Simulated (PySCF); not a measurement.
BiH: everyday levels beside a composite calculation

PySCF; the state is a triplet (π ↑↑). The composite is CCSD(T) extrapolated to the basis-set limit from two correlation-consistent sets, with core-valence (CV) and scalar-relativistic (SR) terms as its label shows; it has no spin–orbit coupling and nothing beyond (T). Here it is CCSD(T)/CBS(DT). It gives Re = 1.786 Å, ωe = 1796 cm⁻¹ and De = 2.43 eV to Bi + H.

```json
{"level": "UHF-MP2", "basis": "def2-TZVPP", "relativity": "scalar-relativistic core potentials", "Re (Å)": "1.777", "ωe (cm⁻¹)": "1860", "De (eV)": "2.08"}
{"level": "UHF-SCS-MP2", "basis": "cc-pVDZ-PP/cc-pVDZ", "relativity": "scalar-relativistic core potentials", "Re (Å)": "1.791", "ωe (cm⁻¹)": "1854", "De (eV)": "1.99"}
{"level": "UHF-CCSD", "basis": "cc-pVDZ-PP/cc-pVDZ", "relativity": "scalar-relativistic core potentials", "Re (Å)": "1.802", "ωe (cm⁻¹)": "1773", "De (eV)": "2.07"}
{"level": "UHF-CCSD", "basis": "cc-pVTZ-PP/cc-pVTZ", "relativity": "scalar-relativistic core potentials", "Re (Å)": "1.793", "ωe (cm⁻¹)": "1819", "De (eV)": "2.31"}
{"level": "UHF-CCSD", "basis": "def2-TZVPP", "relativity": "scalar-relativistic core potentials", "Re (Å)": "1.788", "ωe (cm⁻¹)": "1812", "De (eV)": "2.29"}
{"level": "BP86", "basis": "cc-pVTZ-PP/cc-pVTZ", "relativity": "scalar-relativistic core potentials", "Re (Å)": "1.818", "ωe (cm⁻¹)": "1736", "De (eV)": "2.62"}
{"level": "PBE0", "basis": "def2-TZVPP", "relativity": "scalar-relativistic core potentials", "Re (Å)": "1.794", "ωe (cm⁻¹)": "1810", "De (eV)": "2.38"}
{"level": "M06", "basis": "def2-TZVPP", "relativity": "scalar-relativistic core potentials", "Re (Å)": "1.815", "ωe (cm⁻¹)": "1766", "De (eV)": "2.78"}
{"level": "HSE06", "basis": "def2-TZVP", "relativity": "scalar-relativistic core potentials", "Re (Å)": "1.797", "ωe (cm⁻¹)": "1805", "De (eV)": "2.40"}
{"level": "CAM-B3LYP", "basis": "def2-TZVPP", "relativity": "scalar-relativistic core potentials", "Re (Å)": "1.788", "ωe (cm⁻¹)": "1834", "De (eV)": "2.54"}
```

Problem. Give the difference of each row from the composite.

Solution. 

```
      level               basis  ΔRe (pm)  Δωe (%)  ΔDe (eV)
    UHF-MP2          def2-TZVPP      -0.9     +3.6     -0.35
UHF-SCS-MP2  cc-pVDZ-PP/cc-pVDZ      +0.5     +3.2     -0.44
   UHF-CCSD  cc-pVDZ-PP/cc-pVDZ      +1.6     -1.3     -0.36
   UHF-CCSD  cc-pVTZ-PP/cc-pVTZ      +0.7     +1.3     -0.12
   UHF-CCSD          def2-TZVPP      +0.2     +0.9     -0.14
       BP86  cc-pVTZ-PP/cc-pVTZ      +3.2     -3.3     +0.19
       PBE0          def2-TZVPP      +0.8     +0.8     -0.05
        M06          def2-TZVPP      +2.9     -1.7     +0.35
      HSE06           def2-TZVP      +1.1     +0.5     -0.03
  CAM-B3LYP          def2-TZVPP      +0.2     +2.1     +0.11
```

Problem. Which rows come closest in De?

Solution. HSE06 in def2-TZVP (-0.03 eV), counted from the composite.

Correlated steps freeze 4 core orbitals. Correlated levels converge slowly with the basis: in double zeta they bind strong bonds too weakly, by up to about 1 eV, and carry superposition errors of some tenths. Spin–orbit coupling is left out, which matters for elements this heavy, above all for dissociation energies. The state is the lowest determinant that a PBE0 search found; another state may lie lower at other levels.
